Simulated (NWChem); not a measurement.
# Lowest excitation of H₆Al₂

```
Al
H 1 1.5817
H 1 1.5817 2 128.33
H 1 1.7443 2 109.01 3 -135.36
Al 4 1.7443 1 96.75 2 -107.83
H 5 1.5817 4 109.01 1 107.83
H 5 1.5817 6 128.33 4 -135.36
H 1 1.7443 2 109.01 4 -89.27
```
Charge 0, spin multiplicity 1.

All runs are NWChem calculations. Structure: optimised with PBE0/def2-SVP, a minimum by its harmonic frequencies.

Basis set: aug-cc-pVDZ.

The correlated methods keep 10 core orbitals frozen. The structure started from a generated list of species. Coupled-cluster values serve here as a point of comparison, not as the truth.

Q: One of these methods gave a lowest vertical singlet excitation energy of 7.66 eV. Which?
A) TDA-PBE0
B) EOM-CCSD
C) TD-PBE
D) CIS

A: D, CIS. The others give 6.15 (TDA-PBE0), 5.48 (TD-PBE), 6.83 (EOM-CCSD).
